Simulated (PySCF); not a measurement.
Excitations are Tamm–Dancoff values on a coarser integration grid. The basis has no diffuse functions, so Rydberg states are missing or too high.

CH₄OSi, SMILES `O=C[SiH3]` (charge 0, multiplicity 1)

These are r2SCAN-D4/def2-TZVP (PySCF) values and carry that method's errors.

The HOMO is -5.96 eV, the dipole moment comes out as 2.10 D and the LUMO comes out as -2.65 eV. The HOMO–LUMO gap is 3.31 eV and the S1 excitation (TDA) is 3.49 eV. The S1 oscillator strength is 0.002 and the brightest of the four lowest singlets (TDA) is 6.05 eV. The T1 excitation (TDA) is 2.63 eV and the S1–T1 gap (TDA) is 0.87 eV. The total energy is -405.1544 Ha and the cost comes out as around 6 core-minutes (rough).

```xyz
7

O      1.7500    -0.4236    -1.0286
C      1.1412     0.0449    -0.0949
Si    -0.7815    -0.0194     0.0516
H      1.7080     0.5446     0.7336
H     -1.2839     1.3763     0.1442
H     -1.3472    -0.7168    -1.1244
H     -1.1255    -0.7242     1.3141
```
Charge 0, spin multiplicity 1.
